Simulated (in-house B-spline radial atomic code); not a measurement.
**Ionising Ho3+ with different functionals**

Computed with a B-spline radial code for spherical atoms: four-component Dirac-Coulomb Hamiltonian, Fermi nucleus of rms radius 5.2022 fm, spin-restricted, spherical fractional occupations for the functionals. The ionisation energy is the difference of two self-consistent energies, [Xe] 4f10 → [Xe] 4f9, without Breit or QED terms; ε is the level of the shell that loses the electron (mean over j). The electron is taken from both j subshells in proportion to 2j + 1, so the result is a j average, not the step between ground levels.

Hybrids are left out here: with spherical fractional occupations of an open shell their exact exchange keeps a self-interaction that integer-occupation calculations don't have.

```json
{"method": "LDA VWN5", "rung": "LDA", "ΔSCF (eV)": "45.46", "-ε(4f) (eV)": "35.39"}
{"method": "relativistic LDA", "rung": "LDA", "ΔSCF (eV)": "45.63", "-ε(4f) (eV)": "35.54"}
{"method": "LDA PW92", "rung": "LDA", "ΔSCF (eV)": "45.45", "-ε(4f) (eV)": "35.38"}
{"method": "LDA exchange-only", "rung": "LDA", "ΔSCF (eV)": "43.58", "-ε(4f) (eV)": "33.57"}
{"method": "PBE", "rung": "GGA", "ΔSCF (eV)": "45.09", "-ε(4f) (eV)": "35.03"}
{"method": "PBEsol", "rung": "GGA", "ΔSCF (eV)": "45.15", "-ε(4f) (eV)": "35.08"}
{"method": "BLYP", "rung": "GGA", "ΔSCF (eV)": "?", "-ε(4f) (eV)": "?"}
{"method": "RPBE", "rung": "GGA", "ΔSCF (eV)": "45.02", "-ε(4f) (eV)": "34.96"}
{"method": "PW91", "rung": "GGA", "ΔSCF (eV)": "45.19", "-ε(4f) (eV)": "35.13"}
{"method": "BP86", "rung": "GGA", "ΔSCF (eV)": "45.20", "-ε(4f) (eV)": "35.13"}
{"method": "AM05", "rung": "GGA", "ΔSCF (eV)": "?", "-ε(4f) (eV)": "?"}
{"method": "OLYP", "rung": "GGA", "ΔSCF (eV)": "45.59", "-ε(4f) (eV)": "35.46"}
```

**Question.** What does AM05 give?

**Answer.** ΔSCF 45.20 eV, and -ε(4f) = 35.12 eV.

**Question.** What does BLYP give?

**Answer.** ΔSCF 44.90 eV, and -ε(4f) = 34.85 eV.

**Question.** How do they compare with the NIST value?

**Answer.** NIST lists 42.52 eV ± 0.08 (semi-empirical, ground level to ground level). Errors run from +1.06 to +3.11 eV. The correlated functionals all miss on the same side by more than they spread, so the cause is common to them (Breit-QED terms, spin polarisation, the choice among j levels, multiplet and fine-structure energies, or a listed next ion that isn't the cheapest removal here) and closeness doesn't rank the functionals.
